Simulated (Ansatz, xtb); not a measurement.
**Ligand exchange: SnH3F + SiH3Br → SiH3(SnH3) + BrF**

Species: SnH3F `[F][SnH3]`, singlet; SiH3Br `[SiH3]Br`, singlet; SiH3(SnH3), singlet; BrF, singlet. The partners trade F for SiH3: Sn–F and Br–SiH3 bonds give way to Sn–SiH3 and Br–F.

Shapes, held fixed at every level: PBE0-D4/def2-TZVP. Programs: Ansatz 0.2.0, xtb 6.7.1, xtb 6.7.1 later snapshot. The zero-point and thermal change to 298 K, harmonic and unscaled (PBE0-D4/def2-TZVP), is -2.2 kJ/mol.

```tsv
level	kind	ΔH(298 K) (kJ/mol)	less CCSD(T)/def2-TZVPP	CPU time (sum over the molecules)
GFN1-xTB	semi-empirical	+338.4	-13.3	0.15 s
PBE-D4/def2-TZVPP	GGA	+324.3	-27.4	13 s
BHLYP-D4/def2-TZVPP	global hybrid	+363.4	+11.7	15 s
r2SCAN0-D4/def2-TZVPP	global hybrid	+363.0	+11.3	26 s
wB97M-V/def2-TZVPP	range-separated hybrid	+351.7	0.0	60 s
B2PLYP/def2-TZVPP	double hybrid	+355.9	+4.2	26 s
MP2/def2-SVP	perturbation theory	+377.3	+25.6	–
CCSD/def2-SVP	coupled cluster or CI	+357.3	+5.6	–
CCSD(T)/def2-TZVPP	coupled cluster or CI	+351.7	0.0	3 min
```

The highest level, CCSD(T)/def2-TZVPP, gives ΔH(298 K) = +351.7 kJ/mol; the levels span +324.3 to +377.3. The column of differences is taken from that level and isn't an error. No measured value is set beside it here. For atoms past krypton def2 sets carry core potentials with scalar relativity. Relativity is left out for Br unless named. Correlated rows may include outer-core shells of Br, Sn, which these sets cover unevenly. Times are processor times on shared x86 and Arm servers, and rough.
